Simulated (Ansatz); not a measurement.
GePH$_{7}$, singlet: at the start structure of a reaction step.

Input (in.yaml):

```yaml
crystal:
  periodic: [false, false, false]
  atoms:
    - {symbol: Ge, position_ang: [-1.480342, 0.953019, -0.712788]}
    - {symbol: H, position_ang: [-0.983412, -0.426037, -1.171530]}
    - {symbol: H, position_ang: [-2.656068, 1.380128, -1.605617]}
    - {symbol: H, position_ang: [-1.949001, 0.871769, 0.744674]}
    - {symbol: H, position_ang: [-0.345012, 1.975627, -0.840807]}
    - {symbol: H, position_ang: [1.012262, -2.045735, 1.020744]}
    - {symbol: P, position_ang: [1.528471, -0.723697, 1.006563]}
    - {symbol: H, position_ang: [2.665422, -1.069702, 1.783477]}
    - {symbol: H, position_ang: [2.207780, -0.915269, -0.224816]}
basis:
  gaussian: {orbitals: def2-TZVPP}
hamiltonian: {xc: {name: B2PLYP}}
```

Run by:

```bash
ansatz run in.yaml --threads 2 --pin off --events-out ev --progress --plain --max-ram 4352MiB
```

Output of Ansatz 0.2.0:

```
Functional definition: B2PLYP
  name "B2PLYP"
  cite "Grimme, J. Chem. Phys. 124, 034108 (2006) doi:10.1063/1.2148954"
  cite "Becke, Phys. Rev. A 38, 3098 (1988) doi:10.1103/PhysRevA.38.3098"
  cite "Lee, Yang & Parr, Phys. Rev. B 37, 785 (1988) doi:10.1103/PhysRevB.37.785"
  parameter a = 0.53
  parameter c = 0.27
  exchange = (1 - a)*b88_x + a*exact_x
  correlation = (1 - c)*lyp_c + c*(mp2_os + mp2_ss)
1083 factors; integrals over basis functions are off by at most 1.1e-3 eV
mean field evaluation 1: about -65902.3574 eV, gradient 1.4e1 eV
mean field evaluation 2: about -65902.4330 eV, gradient 1.4e1 eV
mean field evaluation 4: about -65902.8461 eV, gradient 1.7e0 eV
mean field evaluation 8: about -65902.8499 eV, gradient 2.7e-2 eV
mean field evaluation 16: about -65902.8499 eV, gradient 9.1e-6 eV
mean field -65902.84987702 eV, -2421.8850624243 hartree, gradient 9.1e-6 eV, S^2 0.000000; 0 other end points of the search recorded, 0 dependent functions left out
14 core orbitals not correlated: weight in the atoms' cores, before any rotation towards them, 1.000 or more for the frozen orbitals, at most 0.000 for the correlated occupied ones
reference -65902.85006502 eV, -2421.8850693333 hartree; 13, 13 occupied and 161, 161 virtual orbitals, 1083 factors
second order -15.05779050 eV of doubles, -0.00000000 eV of singles
Total energy: -65906.91566846 eV, -2422.0344775038 hartree
```

Hardware: 2 CPU threads of an Arm Neoverse V1, shared host. Wall time about 4.3 s.
